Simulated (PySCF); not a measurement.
1-silylprop-2-en-1-one (C3H6OSi), SMILES C=CC(=O)[SiH3].

Geometry: ωB97X-D3(BJ)/def2-SVP. Other conformers were not sampled.

These are TDA-PBE/def2-SVPD (PySCF) values and carry that method's errors.

Vertical excitations. Gas-phase values at a fixed geometry. State labels are in the subgroup Cs.

Computed excitation energies, oscillator strengths and character:
```json
[
 {"state": "S1", "symmetry": "A\"", "energy (eV)": "2.49", "λ (nm)": "497", "f": "0.001", "main pairs": "HOMO→LUMO 100 %"},
 {"state": "S2", "symmetry": "A\"", "energy (eV)": "5.21", "λ (nm)": "238", "f": "0.004", "main pairs": "HOMO−3→LUMO 98 %"},
 {"state": "S3", "symmetry": "A'", "energy (eV)": "5.32", "λ (nm)": "233", "f": "0.016", "main pairs": "HOMO−2→LUMO 74 %, HOMO→LUMO+1 23 %"},
 {"state": "S4", "symmetry": "A'", "energy (eV)": "5.47", "λ (nm)": "227", "f": "0.201", "main pairs": "HOMO→LUMO+1 42 %, HOMO−1→LUMO 35 %, HOMO−2→LUMO 11 %"},
 {"state": "S5", "symmetry": "A\"", "energy (eV)": "5.51", "λ (nm)": "225", "f": "0.004", "main pairs": "HOMO→LUMO+2 97 %"},
 {"state": "S6", "symmetry": "A'", "energy (eV)": "5.54", "λ (nm)": "224", "f": "0.116", "main pairs": "HOMO−1→LUMO 46 %, HOMO→LUMO+1 27 %, HOMO→LUMO+3 7 %"},
 {"state": "S7", "symmetry": "A'", "energy (eV)": "5.97", "λ (nm)": "208", "f": "0.115", "main pairs": "HOMO→LUMO+3 67 %, HOMO→LUMO+4 26 %"},
 {"state": "S8", "symmetry": "A\"", "energy (eV)": "6.08", "λ (nm)": "204", "f": "0.000", "main pairs": "HOMO−4→LUMO 98 %"},
 {"state": "S9", "symmetry": "A'", "energy (eV)": "6.17", "λ (nm)": "201", "f": "0.084", "main pairs": "HOMO→LUMO+4 63 %, HOMO→LUMO+5 18 %, HOMO→LUMO+3 14 %"},
 {"state": "S10", "symmetry": "A\"", "energy (eV)": "6.46", "λ (nm)": "192", "f": "0.000", "main pairs": "HOMO→LUMO+6 85 %, HOMO−5→LUMO 15 %"},
 {"state": "T1", "symmetry": "A\"", "energy (eV)": "2.00", "λ (nm)": "620", "f": "0", "main pairs": "HOMO→LUMO 100 %"},
 {"state": "T2", "symmetry": "A'", "energy (eV)": "3.30", "λ (nm)": "376", "f": "0", "main pairs": "HOMO−1→LUMO 98 %"},
 {"state": "T3", "symmetry": "A'", "energy (eV)": "4.94", "λ (nm)": "251", "f": "0", "main pairs": "HOMO−2→LUMO 95 %"},
 {"state": "T4", "symmetry": "A\"", "energy (eV)": "5.09", "λ (nm)": "244", "f": "0", "main pairs": "HOMO−3→LUMO 98 %"}
]
```
Triplets are in the Tamm–Dancoff approximation.
